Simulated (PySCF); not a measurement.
Highest orbital energy against ionisation energy along the 5p block

Calculated with PySCF 2.14, no spin-orbit coupling. Each cell gives −ε(HOMO) / ΔSCF in eV; NIST values include spin-orbit coupling, (s) semi-empirical, (t) theoretical.

| species | UHF | LDA | PBE | PBE0 | r2SCAN | NIST (lowest levels) |
| --- | --- | --- | --- | --- | --- | --- |
| In⁺ (x2c-TZVPPall, spin-free X2C) | 17.309 / 17.035 | 15.293 / 19.414 | 14.917 / 18.981 | 15.733 / 18.678 | 15.106 / 18.704 | 18.870 |
| Sn⁺ (x2c-TZVPPall, spin-free X2C) | 13.999 / 13.717 | 10.696 / 14.389 | 10.621 / 14.207 | 11.617 / 14.240 | 10.938 / 14.336 | 14.633 |
| Sb⁺ (x2c-TZVPPall, spin-free X2C) | 16.396 / 16.010 | 12.663 / 16.673 | 12.570 / 16.470 | 13.698 / 16.533 | 12.959 / 16.640 | 16.626 ± 0.025 |
| Te⁺ (x2c-TZVPPall, spin-free X2C) | 18.842 / 18.361 | 14.635 / 18.947 | 14.551 / 18.758 | 15.811 / 18.858 | 15.006 / 18.990 | 18.6 ± 0.4 |
| I⁺ (x2c-TZVPPall, spin-free X2C) | 18.420 / 17.718 | 14.786 / 19.096 | 14.599 / 18.760 | 15.807 / 18.773 | 14.916 / 18.797 | 19.131 |
| Xe⁺ (x2c-TZVPPall, spin-free X2C) | 20.903 / 20.100 | 16.821 / 21.413 | 16.636 / 21.081 | 17.965 / 21.124 | 16.983 / 21.125 | 20.975 (s) |

Problem. How far is −ε(HOMO) from ΔSCF on average for each method, and why?

Solution. UHF 0.49 eV; LDA -4.17 eV; PBE -4.06 eV; PBE0 -2.93 eV; r2SCAN -3.78 eV. Hartree-Fock orbital energies lack relaxation and so exceed the ΔSCF value; semilocal functionals have convex E(N) from self-interaction, so their HOMO lies far too high; exact exchange moves hybrids part of the way back.
